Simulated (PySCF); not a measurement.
SiH₃Cl, SMILES Cl[SiH3]. Geometry optimised at B3LYP-D3(BJ)/def2-TZVP. The isomer is the one that the SMILES or the coordinates give; other isomers of the formula were not compared.

TDA-ωB97X/def2-TZVPD in PySCF puts the lowest singlet excitations at 7.69, 7.69, 8.81, 8.82, 8.82, 9.15 eV.

What are the lowest excitation roots from ADC(2)/aug-cc-pVDZ (PySCF)? (The exact figures need the calculation; the answer reports its results.)

7.69, 7.69, 8.50, 8.50, 8.97, 9.21 eV. S1 differs by 0.00 eV (second minus first; roots are paired by order, and the bases may differ).
